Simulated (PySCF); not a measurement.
Screening by computed properties: pick the candidate that meets the target.

All species are isolated and taken at one optimised geometry, non-relativistic unless stated; the electronic structure was computed with PySCF and density fitting.

Dipoles, sizes and rotational constants follow the conformer. The torsions of the flexible species, by atom-mapped SMILES:
- `[CH3:1][CH2:2][c:3]1[cH:4][c+:5]1[CH3:6]`: C1–C2–C3–C4 0°
- `[CH3:1][CH2:2][CH2:3][c+:4]1[cH:5][cH:6]1`: C1–C2–C3–C4 180°, C2–C3–C4–C5 0°
- `[SH:1][CH:2]1[c:3]2[cH:4][cH:5][cH:6][cH:7][c:8]21`: H–S1–C2–C3 32°
- `[CH:1]#[C:2]/[CH:3]=[CH:4]\[c:5]1[cH:6][cH:7][cH:8][o:9]1`: C3–C4–C5–C6 0°

Task: Wanted: lowest triplet excitation (Tamm–Dancoff) below 5.7 eV (TDA PBE0/def2-SVPD) and electronic spatial extent ⟨r²⟩ about the centre of nuclear charge above 1000 bohr² (PBE0/def2-SVPD), at GFN2-xTB geometries. Which candidate meets both?
A. `CC1=CCC[CH+]1`
B. `CCC1=C[C+]1C`
C. `CCC[c+]1cc1`
D. `SC1C2=CC=CC=C21`

Result: D. Computed values:
| species | lowest triplet excitation (Tamm–Dancoff) | electronic spatial extent ⟨r²⟩ about the centre of nuclear charge |
| --- | --- | --- |
| CC1=CCC[CH+]1 | 2.50 eV | 558 bohr² |
| SC1C2=CC=CC=C21 | 4.04 eV | 1161 bohr² |
| CCC[c+]1cc1 | 5.48 eV | 760 bohr² |
| CCC1=C[C+]1C | 5.94 eV | 738 bohr² |

Task: Wanted: lowest singlet excitation between 4.7 eV and 5 eV (TDDFT PBE0/def2-SVPD) and HOMO–LUMO gap below 7 eV (PBE0/def2-SVPD), at GFN2-xTB geometries. Which candidate meets both?
A. `CC1=CCC[CH+]1`
B. `C#C/C=C\c1ccco1`
C. `CCc1c[c+]1C`
D. `CCC[C+]1C=C1`
E. `c12ccccc1C2S`

Result: E. Computed values:
```csv
species,lowest singlet excitation,HOMO–LUMO gap
C#C/C=C\c1ccco1,4.15 eV,4.53 eV
CC1=CCC[CH+]1,4.59 eV,5.03 eV
c12ccccc1C2S,4.81 eV,5.94 eV
CCC[C+]1C=C1,5.66 eV,6.56 eV
CCc1c[c+]1C,6.38 eV,7.96 eV
```
